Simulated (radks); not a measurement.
Values are calculated unless marked as measured or tabulated.
Task: All-electron atom: K VI in [Ne] 3s2 3p2. Level of theory: Dirac Kohn-Sham, PBE, spin-unpolarised, spherical densities, point nucleus; open shells fill j = l - 1/2 first (a radial shooting solver on a logarithmic mesh with Libxc functionals). Some entries of the table are withheld. Estimate them.

| orbital | occ. | eigenvalue (hartree) | <r> (bohr) | r(max) (bohr) |
|---|---|---|---|---|
| 1s1/2 | 2 | -132.7424 | 0.08103 | 0.05301 |
| 2s1/2 | 2 | -16.14767 | (1) | 0.3175 |
| 2p1/2 | 2 | -13.54485 | 0.3468 | 0.2605 |
| 2p3/2 | 4 | -13.43739 | 0.3492 | 0.2625 |
| 3s1/2 | 2 | -3.95105 | 1.140 | (2) |
| 3p1/2 | 2 | -3.28134 | 1.193 | 1.053 |
| 3p3/2 | 0 | -3.26685 | 1.198 | 1.057 |

Result: 
(1) 2s1/2 <r> (bohr): 0.3860
(2) 3s1/2 r(max) (bohr): 1.021
